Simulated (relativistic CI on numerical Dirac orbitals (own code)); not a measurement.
Calculated at this level of theory: Dirac-Coulomb-Breit CI, KLI orbitals optimised for each configuration, QED by a radiative potential, unscaled Slater integrals (own radial code, finite nucleus).

CI space (outside the closed core [Ar]): 3d10 4s2, 3d10 4s 4p, 3d10 4p2, 3d10 4s 4d, 3d10 4d2, 3d10 4s 4f, 3d10 4p 4d, 3d10 4f2, 3d10 4p 4f, 3d10 4s 5s, 3d10 4s 5p, 3d10 4d 4f, 3d10 4s 5d, 3d10 4s 5f, 3d10 4s 6s, 3d10 4s 5g, 3d10 4s 6p, 3d10 4s 6d, 3d10 4s 6f, 3d10 4s 7s, 3d9 4s2 4p, 3d9 4s2 4d, 3d9 4s2 4f, 3d9 4s2 5s, 3d9 4s2 5p, 3d9 4s2 5d. Double excitations out of closed p, d and f shells are left out; levels of such configurations are missing from the list, as are those of other unlisted configurations, and high levels can miss mixing partners. These lack a partner that the ground configuration has and come out too high: 3d9 4s2 4p, 3d9 4s2 4d, 3d9 4s2 4f, 3d9 4s2 5s, 3d9 4s2 5p.

At this charge energies of transitions that change n are usually good to better than 1 %, and those within a shell (Δn = 0) to a few per cent.

Outline of the computed level scheme of Mo XIII. Lowest level of each configuration: 3d10 4s2 1S_0 at 0.000 eV; 3d10 4s 4p 3P°_0 at 24.373 eV; 3d10 4p2 3P_0 at 57.540 eV; 3d10 4s 4d 3D_1 at 77.519 eV; 3d10 4p 4d 3F°_2 at 103.379 eV; 3d10 4s 4f 3F°_2 at 125.699 eV; 3d10 4s 5s 3S_1 at 126.482 eV; 3d10 4s 5p 3P°_0 at 139.296 eV; 3d10 4p 4f 1G_4 at 151.956 eV.

Some strong electric-dipole decays among the lowest 44 levels: 3d10 4s 5s 1S_0 → 3d10 4s 4p 1P°_1 (1.3e+11 s⁻¹); 3d10 4s 4f 1F°_3 → 3d10 4s 4d 1D_2 (1.1e+11 s⁻¹); 3d10 4s 5s 3S_1 → 3d10 4s 4p 3P°_2 (9.1e+10 s⁻¹); 3d10 4s 4d 1D_2 → 3d10 4s 4p 1P°_1 (8.3e+10 s⁻¹); 3d10 4s 4f 3F°_4 → 3d10 4s 4d 3D_3 (7.3e+10 s⁻¹); 3d10 4p 4d 3D°_1 → 3d10 4p2 3P_0 (6.9e+10 s⁻¹); 3d10 4s 4f 3F°_3 → 3d10 4s 4d 3D_2 (6.5e+10 s⁻¹); 3d10 4s 4f 3F°_2 → 3d10 4s 4d 3D_1 (6.2e+10 s⁻¹).

LS names give the leading component of a level, which can be under half, so a name can repeat, a term be missing and a line seem to break the LS rules.
